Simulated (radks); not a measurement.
Values are calculated unless marked as measured or tabulated.
Question: Valence configurations of the oxygen ion O3+ (all share [He]). Code: a radial shooting solver on a logarithmic mesh with Libxc functionals. Model: scalar-relativistic Kohn-Sham, PBE, spin-polarised, spherical densities, finite nucleus; open shells are filled with parallel spins first; Fermi nuclear charge, rms radius 2.6991 fm. Order these by energy: 2s0.5 2p2.5; 2p3; 2s1.5 2p1.5; 2s2 2p1; 2s1 2p2.

Answer: From the lowest, in eV above it: 2s2 2p1 0.000; 2s1.5 2p1.5 4.993; 2s1 2p2 8.127; 2s0.5 2p2.5 15.437; 2p3 22.741. NIST lists [He] 2s2 2p1 as the ground configuration; this level of theory agrees among the configurations tried. The energies are those of spherical high-spin densities, not of single terms.
